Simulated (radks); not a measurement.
Values are calculated unless marked as measured or tabulated.
Question: These are the eigenvalues of the occupied orbitals of an atom or ion with whole-number occupations (eV). Code: a radial shooting solver on a logarithmic mesh with Libxc functionals. Model: Dirac Kohn-Sham, BLYP, spin-unpolarised, spherical densities, point nucleus.

1s1/2: -20917.74
2s1/2: -3029.437
2p1/2: -2798.235
2p3/2: -2679.857
3s1/2: -570.9879
3p1/2: -482.0871
3p3/2: -462.2701
3d3/2: -304.8429
3d5/2: -301.0295
4s1/2: -122.3384
4p1/2: -95.5811
4p3/2: -92.3639
4d3/2: -51.5062
4d5/2: -51.0935

Which element is it, and in what charge state? The configuration may be excited. Open shells, if any, are shared by 2j + 1.

Answer: Z = 43, technetium, charge +4: Tc4+ in [Ar] 3d10 4s2 4p4 4d5. The list shows which subshells hold electrons but not how many an open one holds; the 1s level, -768.71 hartree, gives Z - s = 39.2 by -(Z - s)^2/2, which with screening and relativity narrows Z to a few neighbours, and the depths of the outer levels then fix element, charge and occupations together.
